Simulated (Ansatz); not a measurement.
Relaxation of C2H6BNS (11 atoms, charge 0, multiplicity 1), to a largest force component of 0.02 eV/Å in at most 40 steps.

Computed with Ansatz 0.2.0, RKS revPBE-D4/STO-3G.

```xyz
11
Properties=species:S:1:pos:R:3
B -1.402 0.400 0.754
C -0.088 -0.297 0.527
N 0.051 -1.451 1.045
C 1.058 0.328 -0.341
S 0.869 -0.342 -2.049
H -2.298 -0.032 1.400
H -1.619 1.497 0.241
H 0.995 -1.969 0.919
H 1.992 0.093 0.113
H 0.889 1.425 -0.340
H -0.383 0.290 -2.248
```

Problem. Where does it end, and by what steps?

Solution. The forces met the threshold. Limits of this set-up: minimal basis. After 39 steps the energy has fallen by 1.794 eV; H6 moved furthest, 1.84 Å. Joined: B1–S5 (3.68 → 2.05 Å).

```
step  energy less start (eV)  largest force component (eV/Å)  accepted
   0                  0.0000                           5.496       yes
   2                 -0.5265                           1.014        no
   4                 -0.6179                           0.144       yes
   6                 -0.6306                           0.324       yes
   8                 -0.6401                           0.142       yes
  10                 -0.6432                           0.041       yes
  12                 -0.6452                           0.084       yes
  14                 -0.6464                           0.095       yes
  16                 -0.6469                           0.215       yes
  18                 -0.6484                           0.183       yes
  20                 -0.6594                           0.385       yes
  22                 -0.8102                           1.515       yes
  24                 -1.4687                           0.887       yes
  26                 -1.6042                           0.707       yes
  28                 -1.7025                           0.579       yes
  30                 -1.7270                           0.822       yes
  32                 -1.7676                           0.390       yes
  34                 -1.7889                           0.144       yes
  36                 -1.7928                           0.066       yes
  38                 -1.7941                           0.021       yes
  39                 -1.7941                           0.012       yes
```

```xyz
11
Properties=species:S:1:pos:R:3
B -1.397 0.031 0.059
C 0.035 -0.290 0.739
N 0.387 -0.536 1.992
C 0.970 -0.207 -0.531
S -0.371 0.481 -1.658
H -2.065 -0.908 -0.207
H -1.988 0.995 0.401
H 1.471 -0.687 1.979
H 1.280 -1.199 -0.931
H 1.856 0.466 -0.481
H -0.112 1.798 -1.342
```

Whether the end is a true minimum wasn't checked by a vibrational analysis.

Run time: 2.2 min on 1 thread of Intel(R) Xeon(R) Platinum 8259CL CPU @ 2.50GHz (Skylake/Cascade Lake), on a shared host, peak memory 0.18 GiB.
